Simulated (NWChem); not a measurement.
System: bromine (Br2); SMILES BrBr

Output (shortened):

```
             Northwest Computational Chemistry Package (NWChem) 7.3.0
             --------------------------------------------------------

                             Geometry "geometry" -> ""
                             -------------------------

 Output coordinates in angstroms (scale by  1.889725989 to convert to a.u.)

  No.       Tag          Charge          X              Y              Z
 ---- ---------------- ---------- -------------- -------------- --------------
    1 Br                  35.0000     0.00000000     0.00000000     1.14918400
    2 Br                  35.0000     0.00000000     0.00000000    -1.14918400

 Effective nuclear repulsion energy (a.u.)     282.0445333492

                              NWChem Property Module
                              ----------------------

  itol2e modified to match energy
  convergence criterion.

                                 NWChem DFT Module
                                 -----------------

 Summary of "ao basis" -> "ao basis" (spherical)
 ------------------------------------------------------------------------------
       Tag                 Description            Shells   Functions and Types
 ---------------- ------------------------------  ------  ---------------------
 Br                         pcsseg-2                21       63   6s10p4d1f

  itol2e modified to match energy
  convergence criterion.

            General Information
            -------------------
          SCF calculation type: DFT
          Wavefunction type:  closed shell.
          No. of atoms     :     2
          No. of electrons :    70
           Alpha electrons :    35
            Beta electrons :    35
          Charge           :     0
          Spin multiplicity:     1
          Use of symmetry is: off; symmetry adaption is: off
          Maximum number of iterations: 150
          AO basis - number of functions:   126
                     number of shells:    42
          Convergence on energy requested:  1.00D-07
          Convergence on density requested:  1.00D-05
          Convergence on gradient requested:  5.00D-04

              XC Information
              --------------
                         B3LYP Method XC Potential
                     Hartree-Fock (Exact) Exchange  0.200
                        Slater Exchange Functional  0.800 local
                    Becke 1988 Exchange Functional  0.720 non-local
              Lee-Yang-Parr Correlation Functional  0.810
                  VWN I RPA Correlation Functional  0.190 local

             Grid Information
             ----------------
          Grid used for XC integration:  fine
          Radial quadrature: Mura-Knowles
          Angular quadrature: Lebedev.
          Tag              B.-S. Rad. Rad. Pts. Rad. Cut. Ang. Pts.
          ---              ---------- --------- --------- ---------
          Br                  1.15      140           9.0       974
          Grid pruning is: on
          Number of quadrature shells:   280
          Spatial weights used:  Erf1

      Superposition of Atomic Density Guess
      -------------------------------------

 Sum of atomic energies:       -5144.85665827

      Non-variational initial energy
      ------------------------------

 Total energy =   -5144.948800
 1-e energy   =   -7728.399438
 2-e energy   =    2301.406105
 HOMO         =      -0.326868
 LUMO         =      -0.132862

   convergence    iter        energy       DeltaE   RMS-Dens  Diis-err
 ---------------- ----- ----------------- --------- --------- ---------
 d= 0,ls=0.0,diis     1  -5148.4163736323 -5.43D+03  4.03D-03  5.90D+00
 d= 0,ls=0.0,diis     2  -5148.4465263810 -3.02D-02  2.99D-03  1.08D-01
 d= 0,ls=0.0,diis     3  -5148.4460295823  4.97D-04  1.47D-03  1.03D-01
 d= 0,ls=0.0,diis     4  -5148.4593905533 -1.34D-02  6.32D-05  1.84D-03
 d= 0,ls=0.0,diis     5  -5148.4594410325 -5.05D-05  2.09D-05  2.35D-05
 d= 0,ls=0.0,diis     6  -5148.4594419191 -8.87D-07  7.49D-06  2.06D-06
 d= 0,ls=0.0,diis     7  -5148.4594420504 -1.31D-07  3.27D-07  6.95D-09
 d= 0,ls=0.0,diis     8  -5148.4594420507 -3.06D-10  1.32D-08  6.58D-12

         Total DFT energy =    -5148.459442050720
      One electron energy =    -7727.583598692629
           Coulomb energy =     2479.825648570507
    Exchange-Corr. energy =     -182.746025277754
 Nuclear repulsion energy =      282.044533349155

 Numeric. integr. density =       70.000000001804

                       DFT Final Molecular Orbital Analysis
                       ------------------------------------

 Vector   33  Occ=2.000000D+00  E=-3.682924D-01
              MO Center=  1.1D-09,  7.3D-10, -2.8D-07, r^2= 2.5D+00
   Bfn.  Coefficient  Atom+Function         Bfn.  Coefficient  Atom+Function
  ----- ------------  ---------------      ----- ------------  ---------------
    32      0.286035  1 Br py                95      0.286035  2 Br py
    31      0.265951  1 Br px                94      0.265951  2 Br px
    29      0.154483  1 Br py                92      0.154484  2 Br py
    28      0.143636  1 Br px                91      0.143636  2 Br px
    35      0.124588  1 Br py                98      0.124588  2 Br py

 Vector   34  Occ=2.000000D+00  E=-2.891798D-01
              MO Center= -4.5D-09,  4.2D-09,  3.6D-07, r^2= 3.0D+00
   Bfn.  Coefficient  Atom+Function         Bfn.  Coefficient  Atom+Function
  ----- ------------  ---------------      ----- ------------  ---------------
    31      0.308785  1 Br px                94     -0.308785  2 Br px
    32     -0.286550  1 Br py                95      0.286550  2 Br py
    34      0.179636  1 Br px                97     -0.179636  2 Br px
    28      0.174680  1 Br px                91     -0.174680  2 Br px
    35     -0.166701  1 Br py                98      0.166701  2 Br py

 Vector   35  Occ=2.000000D+00  E=-2.891798D-01
              MO Center=  8.7D-10,  6.5D-10,  2.7D-07, r^2= 3.0D+00
   Bfn.  Coefficient  Atom+Function         Bfn.  Coefficient  Atom+Function
  ----- ------------  ---------------      ----- ------------  ---------------
    32      0.308785  1 Br py                95     -0.308785  2 Br py
    31      0.286550  1 Br px                94     -0.286550  2 Br px
    35      0.179636  1 Br py                98     -0.179636  2 Br py
    29      0.174680  1 Br py                92     -0.174680  2 Br py
    34      0.166701  1 Br px                97     -0.166701  2 Br px

 Vector   36  Occ=0.000000D+00  E=-1.420413D-01
              MO Center= -5.5D-10,  2.4D-10,  6.6D-08, r^2= 3.6D+00
   Bfn.  Coefficient  Atom+Function         Bfn.  Coefficient  Atom+Function
  ----- ------------  ---------------      ----- ------------  ---------------
    33      0.430636  1 Br pz                96      0.430636  2 Br pz
    36      0.393994  1 Br pz                99      0.393994  2 Br pz
     6     -0.265653  1 Br s                 69      0.265653  2 Br s
    30      0.246478  1 Br pz                93      0.246478  2 Br pz
     5     -0.153065  1 Br s                 68      0.153065  2 Br s

 Vector   37  Occ=0.000000D+00  E= 1.630169D-01
              MO Center=  8.3D-09, -1.0D-08, -9.5D-06, r^2= 8.9D+00
   Bfn.  Coefficient  Atom+Function         Bfn.  Coefficient  Atom+Function
  ----- ------------  ---------------      ----- ------------  ---------------
    36      1.392771  1 Br pz                99      1.392777  2 Br pz
     6     -0.775919  1 Br s                 69      0.775918  2 Br s
    33     -0.544786  1 Br pz                96     -0.544790  2 Br pz
    54     -0.274192  1 Br d  0             117      0.274191  2 Br d  0
    24      0.102488  1 Br pz                87      0.102489  2 Br pz

[...]

          -----------------------------------------
          Chemical Shielding Tensors (GIAO, in ppm)
          -----------------------------------------

                                NWChem CPHF Module
                                ------------------

  scftype          =     RHF
  nclosed          =       35
  nopen            =        0
  variables        =     3185
  # of vectors     =        3
  tolerance        = 0.10D-03
  level shift      = 0.00D+00
  max iterations   =       50
  max subspace     =       30

 SCF residual:    5.1005464009280378E-007

Iterative solution of linear equations
  No. of variables     3185
  No. of equations        3
  Maximum subspace       30
        Iterations       50
       Convergence  1.0D-04

   iter   nsub   residual    time
   ----  ------  --------  ---------
     1      3    4.17D-01      40.6
     2      6    1.53D-02      43.5
     3      9    4.58D-04      46.5
     4     12    1.22D-05      49.4

      Atom:    1  Br
        Diamagnetic
   3113.6112      0.0000     -0.0000
      0.0000   3113.6112      0.0000
     -0.0000      0.0000   3133.4290

        Paramagnetic
  -2058.9167     -0.0000     -0.0000
     -0.0000  -2058.9167      0.0000
     -0.0000      0.0000     -0.0000

        Total Shielding Tensor
   1054.6945     -0.0000     -0.0000
     -0.0000   1054.6945      0.0000
     -0.0000      0.0000   3133.4290

           isotropic =    1747.6060
          anisotropy =    2078.7345

          Principal Components and Axis System
                 1           2           3
             3133.4290   1054.6945   1054.6945

      1        -0.0000      0.7385      0.6742
      2         0.0000     -0.6742      0.7385
      3         1.0000      0.0000      0.0000
```

Level: B3LYP/pcSseg-2, GIAO. Structure relaxed at the PBE0/def2-SVP level. The printed shielding anisotropy is the first printed principal value minus the mean of the other two.

Question: Which NWChem input produces such a log?

Answer: This is not unique; one that fits is the input that was run:
```
start job
memory heap 200 mb stack 900 mb global 1100 mb
geometry units angstroms noautosym nocenter noautoz
  Br     0.000000     0.000000     1.149184
  Br     0.000000     0.000000    -1.149184
end
basis spherical
  * library pcsseg-2
end
dft
  xc b3lyp
  iterations 150
end
property
  shielding 1 1
end
task dft property
```
